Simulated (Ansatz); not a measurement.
Basis sets compared for Pb2Se3. The state is a singlet with charge 0. Geometry PBE-D4/def2-SVP. Ansatz on 4 threads of Arm Neoverse V1 on a shared host; times are rough, and most runs start from earlier orbitals.

```xyz
5

Pb   -0.5644   -0.4845    0.6052
Pb    1.5922    1.3686   -1.7082
Se   -2.0085   -1.7312    2.1549
Se   -1.0216    0.5995   -1.7945
Se    2.0024    0.2476    0.7425
```

In the def2 sets Pb takes a core potential; there is no spin–orbit coupling. Another isomer (singlet) lies 1.58 eV lower at PBE0-D4/def2-TZVP; other spin states weren't run for this one.

Binding counts from free atoms (Pb triplet, Se triplet) in the same basis, without a counterpoise term.

```
           level  functions  energy (Eh)  HOMO (eV)  LUMO (eV)  binding per atom (eV)  wall time
 PBE-D4/def2-SVP        148   -7588.6876      -5.31      -4.07                   2.61      1.9 s
PBE0-D4/def2-SVP        148   -7588.8396      -6.34      -3.46                   2.40      3.9 s
```

**Question.** Estimate the rows for PBE-D4/def2-TZVP (with forces), PBE0-D4/def2-TZVP.

**Answer.** 
| level | functions | energy (Eh) | HOMO (eV) | LUMO (eV) | binding per atom (eV) | wall time |
| --- | --- | --- | --- | --- | --- | --- |
| PBE-D4/def2-TZVP (with forces) | 244 | -7589.5889 | -5.42 | -4.16 | 2.64 | 4.8 s |
| PBE0-D4/def2-TZVP | 244 | -7589.7385 | -6.42 | -3.52 | 2.45 | 12 s |
